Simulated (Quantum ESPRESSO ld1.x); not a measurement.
Results of a calculation; reference values are marked as such.
Problem. Isoelectronic series with 59 electrons, all held in the configuration [Xe] 4f3 6s2, which need not be the ground one along the series. Level of theory: Dirac Kohn-Sham, PBEsol, spin-unpolarised, spherical densities, point nucleus; open shells are shared between the two j in proportion to 2j + 1 (ld1.x of Quantum ESPRESSO 7.5). Total energies (hartree) and orbital eigenvalues (Ry):

ion    E (hartree)     4f7/2     4f5/2     6s1/2
Pr        -9239.17  -0.08361  -0.10862  -0.25580
Nd+       -9626.05  -1.11046  -1.14417  -0.71474
Pm2+     -10022.31  -2.41490  -2.45756  -1.28589
Sm3+     -10427.97  -3.92643  -3.97873  -1.94973
Eu4+     -10843.06  -5.61941  -5.68220  -2.69771
Gd5+     -11267.66  -7.47967  -7.55389  -3.52480
Tb6+     -11701.82  -9.49808  -9.58477  -4.42769
Dy7+     -12145.61  -11.6682  -11.7685  -5.40407
Ho8+     -12599.10  -13.9854  -14.1004  -6.45223
Er9+     -13062.38  -16.4460  -16.5770  -7.57092
Tm10+    -13535.51  -19.0470  -19.1954  -8.75921
Yb11+    -14018.60  -21.7862  -21.9533  -10.0164
Hf13+    -15015.00  -27.6718  -27.8808  -12.7355
Ta14+    -15528.51  -30.8151  -31.0475  -14.1967
W15+     -16052.35  -34.0905  -34.3480  -15.7256
Re16+    -16586.65  -37.4969  -37.7813  -17.3220
Os17+    -17131.50  -41.0334  -41.3465  -18.9858

Estimate the row of Lu12+.

Solution. E (hartree) -14511.73; 4f7/2 -24.6617; 4f5/2 -24.8490; 6s1/2 -11.3419.
